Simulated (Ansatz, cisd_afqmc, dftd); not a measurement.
System: C₂H₄F₂, charge 0, singlet. C2H4F2 (1,1-difluoroethane, SMILES CC(F)F).
B3LYP-D3(BJ)/def2-TZVP minimum from Ansatz (a quantum-chemistry and plane-wave program):
```
C
F 1 1.3715
F 1 1.3715 2 106.89
H 1 1.0925 2 107.35 3 -114.92
C 1 1.5016 4 114.35 3 -122.69
H 5 1.0898 1 109.82 4 -59.96
H 5 1.0898 6 109.06 1 -120.38
H 5 1.0899 6 109.33 7 -119.49
```
Charge 0, spin multiplicity 1.

Property: atomisation energy (electronic, to ground-state atoms), in kJ/mol. UHF or UKS for unpaired electrons; spin-orbit terms are left out. Correlated methods leave the cores frozen. Rows without X2C or -DK are non-relativistic. AFQMC is phaseless with a CISD trial state; ± is one standard error, without the phaseless bias. Outlying blocks are dropped, and bars are widened where a walk drifts. Over all cases where full CI ran beside it in this data, AFQMC minus full CI had a median of +0.1 mEh and passed +0.4 mEh in a tenth of the cases. CBS(X,Y): correlation extrapolated as X^-3, Hartree-Fock from the larger set (Q,5: extrapolated as (X+1)exp(-9√X)). A bracket is a step between two methods taken in the basis named. Functionals run without relativity, which enters their misses. Double hybrids freeze cores in their MP2 part. 'core' is core correlation in cc-pwCVTZ, 'X2C' scalar relativity in cc-pVTZ-DK, both at CCSD(T). For partners of very few electrons the exact lower level stands in for a higher one.

```tsv
level	program	atomisation energy (kJ/mol)	difference against the last row
r2SCANh/def2-TZVPD	Ansatz	3071.0	-24.8
wB97X-V/def2-TZVPD	Ansatz	3092.8	-3.0
wB97M-V/def2-TZVPD	Ansatz	3093.5	-2.3
B2PLYP-D4/def2-TZVPD	Ansatz + dftd4	3059.5	-36.3
B2GP-PLYP-D3(BJ)/def2-TZVPD	Ansatz + dftd3	3050.7	-45.1
MP2/cc-pV5Z	Ansatz	3142.9	47.1
MP2/CBS(cc-pVQZ,cc-pV5Z)	Ansatz	3158.9	63.1
CCSD/cc-pV5Z	Ansatz	3023.4	-72.4
CCSD/CBS(cc-pVQZ,cc-pV5Z)	Ansatz	3035.9	-59.9
CCSD(T)/cc-pVDZ	Ansatz	2852.5	-243.3
CCSD(T)/cc-pVQZ	Ansatz	3058.9	-36.9
CCSDT(Q)/cc-pVDZ	Ansatz	2855.1	-240.7
AFQMC/CISD/cc-pVTZ	cisd_afqmc	3018.4 ± 1.1	-77.4
CCSD(T)/CBS(cc-pVQZ,cc-pV5Z) + [AFQMC/CISD - CCSD(T)]/cc-pVTZ + core + X2C	Ansatz + cisd_afqmc	3096.1 ± 1.1	0.3
CCSD(T)/CBS(cc-pVQZ,cc-pV5Z) + [CCSDT(Q) - CCSD(T)]/cc-pVDZ + core + X2C	Ansatz	3095.8	0.0
```
